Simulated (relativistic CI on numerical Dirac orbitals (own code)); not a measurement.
A reference radial Dirac CI calculation of Os⁷²⁺ gave the lowest total energy -7757.24662 Ha in 37 SCF steps, from this input:

```
atom Os  Z=76  charge=72  electrons=4
nucleus A=192  rms_radius_fm=5.4126
hamiltonian dirac-coulomb  breit=on  qed=on  c_scale=1
orbitals kli  potential=per-configuration
slater_scale 1
correlation none
mixing on
grid step=0.0125 r_max=2
scf mixing=0.4 start=green max_iterations=150 tolerance=2e-08 node_fill=0.05
configurations
  [He] 2s2
  [He] 2s 2p
  [He] 2p2
  [He] 2p 3s
  [He] 2p 3p
end
```

One setting was then changed, and the output read:

```
SCF 1: [He] 2s2
 iter      energy (Ha)   residual   last orbital (Ha)
    1     -8292.129591   1.84e+00   -864.25360
    2     -8293.044900   1.10e+00   -845.05613
    3     -8293.569888   6.74e-03   -816.84496
    4     -8293.569685   2.61e-04   -816.85417
    5     -8293.569673   2.55e-06   -816.84976
    6     -8293.569673   4.55e-08   -816.84980
    7     -8293.569673   1.40e-09   -816.84980
SCF 2: [He] 2s 2p
 iter      energy (Ha)   residual   last orbital (Ha)
    1     -8207.150428   1.88e+00   -739.43722
    2     -8208.180034   1.13e+00   -721.22468
    3     -8208.770895   8.70e-03   -694.48595
    4     -8208.770613   2.06e-04   -694.49359
    5     -8208.770605   1.47e-05   -694.48837
    6     -8208.770606   6.98e-08   -694.48848
    7     -8208.770606   3.16e-09   -694.48848
SCF 3: [He] 2p2
 iter      energy (Ha)   residual   last orbital (Ha)
    1     -8119.748874   1.95e+00   -739.43722
    2     -8120.942976   1.16e+00   -720.58324
    3     -8121.615156   8.86e-03   -692.99143
    4     -8121.615112   2.89e-04   -692.98520
    5     -8121.615111   4.73e-06   -692.97740
    6     -8121.615111   1.09e-07   -692.97750
    7     -8121.615111   4.40e-09   -692.97750
SCF 4: [He] 2p 3s
 iter      energy (Ha)   residual   last orbital (Ha)
    1     -7735.982589   1.90e+00   -365.08779
    2     -7736.825340   1.13e+00   -357.44491
    3     -7737.269709   6.38e-03   -346.34895
    4     -7737.270058   2.64e-04   -346.30825
    5     -7737.270058   8.55e-06   -346.30308
    6     -7737.270058   1.17e-07   -346.30308
    7     -7737.270058   2.89e-08   -346.30308
      ... 1 steps not shown
SCF 5: [He] 2p 3p
 iter      energy (Ha)   residual   last orbital (Ha)
    1     -7710.577895   1.89e+00   -327.81613
    2     -7711.472430   1.13e+00   -320.50439
    3     -7711.944644   7.08e-03   -309.91406
    4     -7711.945049   2.73e-04   -309.87226
    5     -7711.945046   7.10e-06   -309.86785
    6     -7711.945046   1.23e-07   -309.86788
    7     -7711.945046   2.84e-08   -309.86788
    8     -7711.945046   4.76e-11   -309.86788
orbital energies (Ha): 1s -3240.9497  2s -816.8498
configuration averages (Ha): Dirac-Coulomb, Breit, QED
  2s2                          -8293.569673   13.315694   18.319010
  2s 2p                        -8208.770606   13.315895   16.960134
  2p2                          -8121.615111   13.561916   15.596216
  2p 3s                        -7737.270058   12.432376   15.870047
  2p 3p                        -7711.945046   12.478794   15.479662
levels: no., configuration, term, J, E (cm-1), weight
   1 2s2                    1S   0                0.0  0.99
   2 2s 2p                  3P*  0          1889523.3  1.00
   3 2s 2p                  3P*  1          2151522.8  0.69
   4 2p2                    3P   0          5068742.1  0.67
   5 2s 2p                  3P*  2         26231875.3  1.00
   6 2s 2p                  1P*  1         27062575.8  0.69
   7 2p2                    3P   1         28994402.6  1.00
   8 2p2                    1D   2         29097068.6  0.66
   9 2p2                    3P   2         53504243.5  0.66
  10 2p2                    1S   0         54125669.3  0.67
  11 2p 3s                  3P*  0        104971202.8  1.00
  12 2p 3s                  3P*  1        104986748.1  0.67
  13 2p 3p                  3D   1        105449514.1  0.74
  14 2p 3p                  3P   0        105996765.0  0.67
lowest total energy -8262.295840 Ha
end: converged
```

Task: Which setting was changed?
A. speed of light
B. node fill of the KLI weights
C. SCF mixing
D. start potential

Result: A. The speed of light × 0.8.
